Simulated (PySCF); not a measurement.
## Structure from 2D NMR

Compound of formula C₈H₁₂O. Correlations simulated from computed shifts and the bond graph:

HSQC (one-bond C–H):
```tsv
δH	δC
6.30	151.2
5.46	120.6
5.31	120.6
2.88	50.0
2.68	53.8
2.11	49.8
1.83	28.5
1.77	28.5
1.54	25.7
1.32	29.2
1.28	29.2
1.13	25.7
```

COSY cross peaks (H two or three bonds apart, from the bond graph; peaks can be absent where the dihedral angle is near 90°):
```tsv
δH	δH
6.30	5.46
6.30	5.31
6.30	2.11
5.46	5.31
2.88	2.68
2.88	1.83
2.88	1.77
2.68	2.11
2.11	1.32
2.11	1.28
1.83	1.77
1.83	1.54
1.83	1.13
1.77	1.54
1.77	1.13
1.54	1.32
1.54	1.28
1.54	1.13
1.32	1.28
1.32	1.13
1.28	1.13
```

HMBC (two and three bonds, from the bond graph):
```tsv
δH	δC
6.30	120.6, 53.8, 49.8, 29.2
5.46	151.2, 49.8
5.31	151.2, 49.8
2.88	53.8, 49.8, 28.5, 25.7
2.68	151.2, 50.0, 49.8, 29.2, 28.5
2.11	151.2, 120.6, 53.8, 50.0, 29.2, 25.7
1.83	53.8, 50.0, 29.2, 25.7
1.77	53.8, 50.0, 29.2, 25.7
1.54	50.0, 49.8, 29.2, 28.5
1.32	151.2, 53.8, 49.8, 28.5, 25.7
1.28	151.2, 53.8, 49.8, 28.5, 25.7
1.13	50.0, 49.8, 29.2, 28.5
```

One conformer, non-relativistic, no solvent. Geometry: GFN2-xTB; NMR shieldings at PBE0/pcSseg-1/GIAO; PySCF 2.14.

Referencing at the same level of theory: TMS for ¹H (σref 31.72), ¹³C (σref 186.93).

Exchangeable hydrogens are left out of these lists.

Question: Which molecule is this?

Answer: SMILES C(=C)[C@@H]1CCC[C@@H]2O[C@H]12.

Atom-mapped SMILES (the numbers label the heavy atoms): `[CH2:1]=[CH:2][C@@H:3]1[CH2:4][CH2:5][CH2:6][C@@H:7]2[O:8][C@H:9]12`. Each H is labelled by its parent atom. Ha(C4), Ha(C5), Ha(C6) are cis to C2 on the ring; Ha(C1) is cis to C3; Hb(C4), Hb(C5), Hb(C6) are trans to C2 on the ring; Hb(C1) is trans to C3.

- δC 151.2 is C2, an alkene CH (δH 6.30).
- δC 120.6 is C1, a terminal =CH2 carbon (δH 5.31, 5.46).
- δC 53.8 is C9, an epoxide ring carbon (δH 2.68).
- δC 50.0 is C7, an epoxide ring carbon (δH 2.88).
- δC 49.8 is C3, an allylic sp3 CH (δH 2.11).
- δC 29.2 is C4, an sp3 CH2 in a ring (δH 1.28, 1.32).
- δC 28.5 is C6, an sp3 CH2 in a ring (δH 1.77, 1.83).
- δC 25.7 is C5, an sp3 CH2 in a ring (δH 1.54, 1.13).
- COSY links 6.30–5.46, 6.30–5.31, 6.30–2.11, 5.46–5.31, 2.88–2.68, 2.88–1.83.

The data come from this structure; uniqueness wasn't tested.

Shifts are as computed. Against solution values, carbons near 30 ppm lie about +3 ppm off and those near 130 ppm about +5 ppm. Of 1211 compounds with measured shifts, 218 miss one by over three times the rms of a fit or turn the order of signals round; such compounds aren't used in these exercises.
